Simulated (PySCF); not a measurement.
Vertical excitations of a molecule CH₁₀N₂Si₂ from TDDFT-PBE/def2-SVPD (PySCF 2.14.0), as energy in eV (oscillator strength): 4.17 (0.023), 4.82 (0.005), 5.00 (0.015), 5.08 (0.002), 5.37 (0.002), 5.58 (0.006), 5.82 (0.010), 5.88 (0.034), 6.01 (0.019), 6.08 (0.057). Lowest triplet (TDA): 3.96 eV. The structure is a stationary point at B3LYP-D3(BJ)/def2-SVP. One conformer was computed; it need not be the lowest.

Problem. Which structure fits?
(A) N[SiH2]CN[SiH3]
(B) NC[SiH2][SiH2]N
(C) N[SiH](N)C[SiH3]
(D) CN[SiH2]N[SiH3]

Solution. B, NC[SiH2][SiH2]N
